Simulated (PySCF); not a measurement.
**Polarisability and C₆ of Fe²⁺ (iron, charge +2)**

[Ar] 3d5 4s1, high-spin 7S determinant (an excited configuration). All numbers are calculated (PySCF 2.14, no relativity, point nucleus, in def2-QZVPPD). Coupled (time-dependent) response in atomic units; α is the mean over directions.

| method | mean α (bohr³) | C₆ (like pair) | S(−4) |
| --- | --- | --- | --- |
| PBE0 | 16.61 | 62.54 | 249.8 |
| TPSSh | 17.20 | 66.06 | 265.4 |

S(−4) is the Cauchy moment in α(ω) = α(0) + S(−4) ω² + …

α(iu) at TPSSh:

| u (hartree) | α(iu) (bohr³) |
| --- | --- |
| 0 | 17.20 |
| 0.0500 | 16.57 |
| 0.100 | 14.95 |
| 0.200 | 10.95 |
| 0.300 | 7.888 |
| 0.500 | 4.673 |
| 0.750 | 3.025 |
| 1.00 | 2.241 |
| 1.50 | 1.476 |
| 2.00 | 1.083 |
| 3.00 | 0.6686 |
| 5.00 | 0.3313 |

For an ion, C₆ is the dispersion term alone; charge-induced terms of lower order in 1/R come first.
